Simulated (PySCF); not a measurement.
Work out the structure from these simulated measurements.

Formula: C7H9FOSi.

- UV, strongest line: among the 10 lowest singlet transitions: S6 at 6.93 eV (179 nm, f = 0.801) [TDDFT CAM-B3LYP/def2-SVPD]
- NMR, other nuclei: isotropic shieldings of nuclei other than C and H, by class: 267 (1 O), 510 (1 F), 422 (1 Si) ppm [GIAO HF/pcSseg-1]
- Valence photoelectron: vertical ionisation energy: 8.61 eV [ΔSCF CAM-B3LYP/def2-SVPD]
- Polarisability: 111.1 au [CAM-B3LYP/def2-SVPD]
- Rotational structure: rotational constants A, B, C: 4.309, 0.459, 0.418 GHz [PBE0-D3(BJ)/def2-SVP]
- 13C NMR: chemical shifts (computed TMS as zero) by class: 163.4 (1 C), 139.8 (2 C), 127.0 (1 C), 122.2 (2 C), 65.7 (1 C) ppm [GIAO HF/pcSseg-1]

Electronic properties: PySCF, gas phase, density fitting. Levels stand in brackets. One conformer (not necessarily the lowest) at the PBE0-D3(BJ)/def2-SVP geometry, without solvent, vibrations or thermal averaging. NMR classes are plain means over equivalent atoms (diastereotopic ones count apart unless rotation or inversion swaps them), as if these changed places fast.

Question: Give a SMILES that accounts for the data.

Answer: Numbering: `[F:1][CH2:2][SiH2:3][O:4][c:5]1[cH:6][cH:7][cH:8][cH:9][cH:10]1`. Its formula, C7H9FOSi, gives 4 degrees of unsaturation: 1 ring and 3 π bonds in the structure found (Kekulé form). 7 carbons fall into 5 classes; from least to most shielded: aromatic carbon bearing oxygen [C5] (163.4 ppm), aromatic CH carbon [C7/C9] (139.8 ppm, 2 C), aromatic CH carbon [C8] (127.0 ppm), aromatic CH carbon [C6/C10] (122.2 ppm, 2 C, up to 6.4 ppm apart in this geometry), sp3 C–F carbon [C2] (65.7 ppm). The other shieldings belong to: 267 ppm, silyl ether oxygen [O4]; 510 ppm, alkyl fluorine [F1]; 422 ppm, oxygen-bound silicon [Si3]. The first electron is taken from the HOMO, whose largest Löwdin shares are 0.21 on an aromatic CH carbon, 0.17 on the silyl ether oxygen, 0.17 on the aromatic carbon bearing oxygen and 0.11 on an aromatic CH carbon. The optimised geometry has point group Cs and is an asymmetric top. Structure: `FC[SiH2]Oc1ccccc1`. Computed isomers that give other values at the same levels: `Cc1cccc(O[SiH3])c1F` (rotational constant A: 2.019 GHz; this holds for the one conformer computed); `FCc1ccc(O[SiH3])cc1` (rotational constant A: 3.433 GHz; this holds for the one conformer computed). The assignments are read from this structure; whether some other isomer fits the data as well wasn't checked.

Conformer computed: `[F:1][CH2:2][SiH2:3][O:4][c:5]1[cH:6][cH:7][cH:8][cH:9][cH:10]1`: F1–C2–Si3–O4 180°, C2–Si3–O4–C5 180°, Si3–O4–C5–C6 180°.
